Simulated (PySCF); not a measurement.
Hf(H)3(SH) (H₄HfS), SMILES [SH][HfH3], multiplicity 1.

Geometry optimised at PBE0-D3(BJ)/def2-TZVP. The multiplicity is an assumed one; other spin states were not compared. The def2 effective core potentials stand for the cores of Hf; spin–orbit coupling is left out.

Two levels are set side by side: PBE/def2-TZVPD (PySCF) and B3LYP/def2-TZVPD (PySCF). Same geometry, gas phase. Differences are taken from unrounded values.

```
quantity                     B3LYP    PBE  PBE minus B3LYP
---------------------------  -----  -----  ---------------
orbital gap (eV)              5.61   3.88            -1.73
highest occupied level (eV)  -7.92  -6.93             1.00
lowest empty level (eV)      -2.31  -3.04            -0.73
dipole moment (D)             0.68   0.69             0.01
mean polarisability (bohr³)   70.3   72.9              2.5
```

PBE's occupied levels lie high since its potential decays too fast outside the molecule; exact exchange lowers them and widens the gap. PBE's more diffuse valence density responds more strongly to a field. Differences between two approximate levels are no errors against the true value.

Rough cost on one machine, each run with all the roots and properties that it gave: B3LYP against PBE within a factor of 2.
